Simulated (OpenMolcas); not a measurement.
**Lines of I⁺: computed and rescaled rates**

```json
{"Program": "OpenMolcas", "Method": "SS-RASPT2, IPEA 0.25 Eh, imaginary shift 0.1 Eh (closed shells correlated: 4d)", "Basis": "ANO-RCC [10s9p8d5f3g]", "Scalar Hamiltonian": "DKH2, point nucleus", "Active space": "6 electrons in 9 orbitals (RAS2 5s 5p; RAS3 5d, at most 2 electrons)", "State averaging": "2S+1 = 3 even, 3 roots; 2S+1 = 1 even, 6 roots; 2S+1 = 3 odd, 3 roots; 2S+1 = 1 odd, 3 roots", "Spin-orbit coupling": "state interaction with AMFI integrals over the reference wave functions, term energies averaged over their components"}
```

Rates come from the transition moments of the reference wave functions (E1 and E2 in the length form). At fixed line strength A goes as λ^-3 for E1 and M1 and as λ^-5 for E2, so a rate at the computed wavelength can be rescaled to the measured one. Measured vacuum wavelengths follow from level energies in NIST Handbook of Basic Atomic Spectroscopic Data. Branching counts decays inside the model space alone, at computed energies, and the table is only a selection of the E2 and M1 lines, drawn from those between levels with measured partners whose computed energy lies within a factor of 1.5 of the measured one.

| Upper | Lower | Type | λ computed (nm) | λ measured (nm) | A computed (s-1) | A rescaled (s-1) | Branching % |
| --- | --- | --- | --- | --- | --- | --- | --- |
| 5s² 5p⁴ ³P₀ | 5s² 5p⁴ ³P₂ | E2 | 1611 | 1551 | 1.72e-02 | 2.08e-02 | 100.0 |
| 5s² 5p⁴ ³P₁ | 5s² 5p⁴ ³P₂ | M1 | 1597 | 1411 | 5.08e+00 | 7.37e+00 | 99.8 |
| 5s² 5p⁴ ¹D₂ | 5s² 5p⁴ ³P₁ | M1 | 1442 | 1506 | 3.78e-01 |  | 4.9 |
| 5s² 5p⁴ ¹D₂ | 5s² 5p⁴ ³P₂ | M1 | 757.8 | 728.5 | 7.16e+00 |  | 93.1 |
| 5s² 5p⁴ ¹D₂ | 5s² 5p⁴ ³P₂ | E2 | 757.8 | 728.5 | 1.52e-01 |  | 2.0 |
| 5s² 5p⁴ ¹S₀ | 5s² 5p⁴ ¹D₂ | E2 | 648.8 | 634 | 4.75e+00 | 5.33e+00 | 6.1 |
| 5s² 5p⁴ ¹S₀ | 5s² 5p⁴ ³P₁ | M1 | 447.5 | 446.1 | 7.11e+01 |  | 92.2 |
| 5s² 5p⁴ ¹S₀ | 5s² 5p⁴ ³P₂ | E2 | 349.5 | 339 | 1.29e+00 |  | 1.7 |

Spin-changing lines and M1 lines between different terms are not rescaled, since their strength hangs on the term gaps too.

The largest correction is for 5s² 5p⁴ ³P₁ → 5s² 5p⁴ ³P₂ (M1): 5.08e+00 × (1597 / 1411)^3 = 7.37e+00 s-1, a factor of 1.45.

The computed rate and branching of 5s² 5p⁴ ³P₀ → 5s² 5p⁴ ³P₂ give the upper level a radiative lifetime of 1.000 / 1.72e-02 s-1 = 5.81e+01 s, counting decays inside the model space alone. The rescaled rate gives about 4.8e+01 s.

No measured rate stands beside these. Rescaling mends the energy factor alone: line strengths can still be far off where a level mixes with configurations outside the active space, and weak or spin-changing lines hang on small mixing coefficients that depend on the term gaps too, so rescaling need not improve them.

CASPT2 breaks the degeneracy within a term, and the mean is taken; among the terms shown or strongly mixed into the levels shown the widest spread is 59 cm-1 (5s² 5p⁴ ¹D). The run also gave levels led by 5s² 5p³ 5d, which use shells meant for correlation; these and all levels above them are left out. Computed and measured levels are paired by configuration, term and J; levels that our copy of the source lacks, or whose pairing is in doubt (as where it misses far off the trend of its configuration), stay unpaired. Levels of configurations outside the active space are missing.
